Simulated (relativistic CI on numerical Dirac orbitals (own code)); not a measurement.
Computed by Dirac-Coulomb-Breit CI, separate exchange-only KLI orbitals for each configuration, model QED, unscaled Slater integrals (own radial code, finite nucleus).

The strongest absorption lines from the ground level of an ion, among the configurations computed and to levels below about 973 eV (vacuum wavelength in nm, gf): 1.3090 (0.15), 4.0965 (1.1), 4.4387 (0.17), 4.5048 (1.5), 5.1439 (0.2), 5.5102 (1.1), 5.6094 (0.22), 5.6494 (0.36).

Task: Which ion is it?
A. Xe34+
B. Xe32+
C. Xe36+
D. Sb31+

Result: A. Xe34+ has 20 electrons and the ground level 3s²3p⁶3d² ³F2; the strongest line goes to 3s²3p⁵3d³ ³F°2. The pattern of lines fixes the number of electrons, and along that sequence the line energies rise steadily with the charge (about as its square where n changes within one kind of shell, about linearly where n is kept but much faster in heavy ions where fine structure, which grows about as Z⁴, sets the gap, and irregularly where shells cross), which fixes Z. Configurations outside the model, such as inner-shell arrays, can give stronger lines. At this charge energies of transitions that change n are usually good to better than 1 %, and those within a shell (Δn = 0) to a few per cent. Terms inside the open d or f shell come out 10 to 20 % too wide with unscaled integrals.

LS names give the leading component of a level, which can be under half, so a name can repeat, a term be missing and a line seem to break the LS rules.
